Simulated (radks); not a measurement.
Values are calculated unless marked as measured or tabulated.
Initial-state core-level shifts of neutral barium when its valence configuration changes from [Xe] 6s2. Code: a radial shooting solver on a logarithmic mesh with Libxc functionals. Model: scalar-relativistic Kohn-Sham, r2SCAN, spin-polarised, spherical densities, finite nucleus; open shells are filled with parallel spins first (spin-orbit coupling, left out, can overturn this in heavy ions); meta-GGA in the generalised Kohn-Sham scheme; Fermi nuclear charge, rms radius 4.8378 fm. Shifts are changes of the shell-averaged eigenvalues in eV (positive: less bound); the change of the density at the nucleus, which sets a Mossbauer isomer shift, is in e/bohr^3, on a base of 3.342e+05.

valence,3d,4p,4d,5p,density at nucleus
6s1.5 6p0.5,-0.535,-0.532,-0.531,-0.511,-5.66
5d1 6s0.5 6p0.5,+0.993,+0.982,+0.990,+0.832,-19.36
4f0.5 6p1.5,-1.913,-1.951,-1.986,-2.340,-24.37
6s1 6p1,-0.876,-0.872,-0.870,-0.837,-10.88
5d0.5 6s1.5,+0.769,+0.761,+0.765,+0.670,-7.65
4f2,-1.115,-1.235,-1.355,-2.656,-28.68
